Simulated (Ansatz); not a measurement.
The cluster Pd₃Au (the lowest doublet isomer of a short search). Total charge 0; doublet. Geometry B3LYP-D4/def2-SVP, basis def2-TZVP, Ansatz.

```csv
atom,x (Å),y (Å),z (Å)
Pd1,-0.7644,-1.0474,0.9825
Pd2,1.3165,0.5613,0.7735
Pd3,-0.9971,1.2521,-0.2904
Au4,0.4450,-0.7660,-1.4655
```

| run | HOMO (eV) | LUMO (eV) |
| --- | --- | --- |
| A | -4.32 | -3.86 |
| B | -4.43 | -3.99 |
| C | -7.47 | -0.94 |
| D | -5.38 | -2.80 |
| E | -4.78 | -3.28 |
| F | -6.60 | -1.79 |

In the def2 sets Au, Pd take a core potential; there is no spin–orbit coupling. The structure comes from a short search, and lower isomers may exist.

HOMO and LUMO are taken over both spins.

**Question.** The runs used CAM-B3LYP, PBE, PBE0, r2SCANh, revPBE, ωB97M-V. Estimate which is which.

**Answer.** A revPBE (0 % exact exchange); B PBE (0 % exact exchange); C ωB97M-V (range-separated); D PBE0 (25 % exact exchange); E r2SCANh (10 % exact exchange); F CAM-B3LYP (range-separated). Exact exchange lowers occupied and raises empty levels; among semilocal functionals meta-GGAs tend to open the gap a little, and such runs are hard to tell apart. The gap grows from 0.44 eV (PBE) to 6.53 eV (ωB97M-V).
